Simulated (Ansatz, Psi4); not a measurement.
Molecule: HSF₂ (charge +1, singlet). SMILES: F[SH+]F
Coordinates optimised at B3LYP-D3(BJ)/def2-TZVP (Ansatz, an electronic-structure program):
```xyz
4

F     -1.1826    -0.4559     0.1935
S     -0.0085     0.4211    -0.2493
F      1.1977    -0.4304     0.1552
H      0.0004     1.2393     0.8511
```
Charge +1, spin multiplicity 1.

wB97X-D/6-31G* beside other levels, property by property. Set-up: each state is the SCF solution reached for its charge and spin; spin-orbit terms left out; frozen cores in correlated levels; non-relativistic; 6-31G* and kin with 6d, 5d where marked; dispersion terms only where a functional's name holds one; open shells spin-unrestricted. Basis-set limits of correlation are two-point, X^-3; Hartree-Fock from the larger set. The bracket is a focal-point correction in the basis named. First-principles rows: single points at B3LYP-D3(BJ) geometries (Ansatz). Anions need diffuse functions, which STO-3G, LANL2DZ, def2-SVP, cc-pVDZ and Pople sets without + lack. Levels can end on unlike triplets.

Coupled cluster (Ansatz) is a level with limits of its own, used here on species with T1 under 0.025 (0.045 for open shells) and stable references: RI-MP2/CBS(aug-cc-pV(T+d)Z,aug-cc-pV(Q+d)Z)+[CCSD(T)-MP2]/aug-cc-pV(T+d)Z.

| property | wB97X-D/6-31G* (Psi4) | PBE/6-31G* (Ansatz) | B3LYP/STO-3G (Ansatz) | wB97M-V/def2-TZVPD (Ansatz) | to compare with |
|---|---|---|---|---|---|
| vertical triplet-singlet gap, E(triplet) - E(singlet) (eV) | 5.83 | 5.39 | 6.59 | 5.73 | 5.79 coupled cluster |
| vertical ionisation energy to the doublet (eV) | 20.98 | 20.38 | 18.60 | 20.98 | 21.24 coupled cluster |
| vertical electron affinity to the doublet (eV) | 6.10 | 6.05 | 1.06 | 6.46 | 6.56 coupled cluster |

As the rows show:
- vertical triplet-singlet gap, E(triplet) - E(singlet): wB97X-D/6-31G* lies 0.04 eV above coupled cluster.
- vertical ionisation energy to the doublet: wB97X-D/6-31G* lies 0.26 eV below coupled cluster.
- vertical electron affinity to the doublet: wB97X-D/6-31G* lies 0.46 eV below coupled cluster.

The properties are those with a value to compare with, at most eight drawn at random. No case is left out for the size of its miss. Left out are saddle points of the reference geometry, anions that the best level run finds unbound, excited spin states, species near biochemistry, 298 K rows of species without real B3LYP wavenumbers, cases with under five habitual levels, runs that failed or that the program found above a lower state of the same kind, table entries that another table contradicts, and a share of species set aside by lot.
